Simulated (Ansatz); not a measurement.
Consider the ligand exchange at the Si–C bond: `OC([SiH3])[SiH2]Cl` + `[NH2][In]([OH])[SH]` → `[NH2][In]([SH])[O][SiH3]` + `OC[SiH2]Cl`.

Gas-phase electronic energies from Ansatz, PBE0-D4/def2-TZVP geometries. CCSD(T)/CBS adds triple-zeta CCSD(T) − MP2 to the extrapolated MP2 energy (def2 sets, frozen cores). DFT in def2-TZVPP. HSE06 is defined as in plane-wave codes. Elements past krypton have def2 core potentials. For In outer-core shells are correlated without core-valence functions, which leaves a few kJ/mol of doubt a bond. Each species was taken in one conformer, which may not be the lowest.

CCSD(T)/CBS gives -1.19 eV.

Problem. Another level gave -1.02 eV. Which?
A. B2PLYP/def2-TZVPP
B. PBE/def2-TZVPP
C. r2SCANh/def2-TZVPP
D. HSE06/def2-TZVPP

Solution. B. PBE -1.02, B2PLYP -1.23, r2SCANh -1.18, HSE06 -1.10 eV.

Largest T1 diagnostic among the species: 0.015.

From r2SCAN to r2SCAN0 (25 % exact exchange), in def2-TZVPP and without D4, ΔE moves by −0.04 eV. In def2-TZVPP, CCSD(T) changes the Hartree–Fock value by +0.28 eV (the triples alone add +0.04 eV) and MP2 by +0.27 eV. The D4 term adds +0.04 eV with B3LYP and +0.02 eV with PBE0; it sums over pairs of atoms, weighted by their polarisabilities, and B3LYP, whose exchange is more repulsive, gets the larger term.

B3LYP here is the variant with VWN-RPA as its local correlation; programs differ in this.
